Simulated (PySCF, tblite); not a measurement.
Isomers of C6H8FP, one GFN2-xTB conformer each. Single-point energies are computed at PBE0/pcSseg-1 (PySCF, gas phase, no added dispersion term), electronic only.

**Question.** Rank them by PBE0/pcSseg-1 energy, lowest first (kcal/mol).
A. `c1c(C)c([pH]c1C)F`
B. `[CH2:1]=[CH:2][P:3]1[CH2:4][CH:5]=[C:6]([F:7])[CH2:8]1` with C1–C2–P3–C4 -134°, C2–P3–C4–C5 -80°, P3–C4–C5–C6 -13°, C5–C6–C8–P3 13°, C2–P3–C8–C6 80°

**Answer.** A (0.0), B (6.2).

GFN2-xTB itself gives, in the same order: 0.0, 14.1. Both levels put the same isomer lowest.

**Question.** Which frontier levels, dipoles and rotational constants go with these structures?

**Answer.** 
```
           SMILES  HOMO (eV, PBE0/pcSseg-1)  LUMO (eV)  dipole (D)      A, B, C (MHz)
Cc1cc(C)c(F)[pH]1                     -6.25      -0.93        2.17  2720, 1437, 958.2
   C=CP1CC=C(F)C1                     -7.09      -0.37        1.06   3096, 1158, 1060
```

**Question.** What happens when harmonic zero-point energies from GFN2-xTB frequencies are added?

**Answer.** 
```json
{"SMILES": "Cc1cc(C)c(F)[pH]1", "ZPE (kcal/mol)": "75.0", "electronic (kcal/mol)": "0.0", "with ZPE (kcal/mol)": "0.0"}
{"SMILES": "C=CP1CC=C(F)C1", "ZPE (kcal/mol)": "75.5", "electronic (kcal/mol)": "6.2", "with ZPE (kcal/mol)": "6.7"}
```

The zero-point energies span 0.5 kcal/mol. The order is unchanged.
